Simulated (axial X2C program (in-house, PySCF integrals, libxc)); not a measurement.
## Low determinants of CoN at the PBE0 level, two-component

All values were computed with an in-house relativistic program for diatomic molecules. Two-component (2c) means X2C with spin–orbit coupling and atomic mean-field two-electron Coulomb and Gaunt terms. Basis: Co dyall-cv3z [9s10p6d3f2g], N dyall-av3z [7s7p3d2f] (cores contracted in-house); Gaussian nuclei, density fitting, unrestricted open shells. Masses: Co 58.933 u, N 14.003 u.

Search at 1.630 Å (vertical energies from the lowest determinant):

| ΔE (eV) | state | electrons beyond evenly filled partner blocks | electrons in ±ω = 1/2, 3/2, 5/2, 7/2 |
| --- | --- | --- | --- |
| 0.00 | Ω = 4 | ω = 3/2, ω = 5/2 | 24 9 1 0 |
| 0.50 | Ω = 3 | ω = 1/2, ω = 5/2 | 25 8 1 0 |
| 0.62 | Ω = 2 | ω = -1/2, ω = 5/2 | 25 8 1 0 |
| 0.74 | Ω = 1 | ω = -3/2, ω = 5/2 | 24 9 1 0 |
| 0.74 | Ω = 2 | ω = 1/2, ω = 3/2 | 25 7 2 0 |
| 0.81 | Ω = 3 | 2 × ω = -1/2, ω = 3/2, ω = 5/2 | 24 9 1 0 |
| 0.92 | Ω = 1 | 2 × ω = 1/2 | 24 8 2 0 |

Lowest determinant, Ω = 4 (⟨Sz⟩ = 2.00, ⟨Lz⟩ = 2.00 at PBE0): Re = 1.606 Å, ωe = 723.8 cm⁻¹.

The determinant in row 2 of the search, Ω = 3 (⟨Sz⟩ = 0.00, ⟨Lz⟩ = 3.00 at PBE0), was followed along the bond at PBE0; measured from the minimum of the lowest determinant it gives:

Te = 0.441 eV (3553 cm⁻¹), Re = 1.714 Å, ωe = 602.1 cm⁻¹.

**Question.** Compare the bond of the determinant in row 2 with that of the lowest one.

**Answer.** At PBE0 its Re is 0.108 Å longer and its force constant, which goes as ωe², is 0.69 times that of the lowest determinant. This determinant mixes spin states, so it has no term energy of its own.

The search compares states at one distance, so a state with another bond length can lie lower; it is not exhaustive and yields mostly the lowest determinant of each block pattern, so other components and higher states of one pattern are missing. These are energies of single determinants, not of spin-adapted states; PBE0 term energies can be off by some tenths of an eV, and the functional has no current term. Open-shell Ω = 0 determinants with evenly filled partner blocks cannot be reached by this program, so the Ω shown need not be the lowest component. The lowest determinant need not be the ground state where others lie within half an eV.
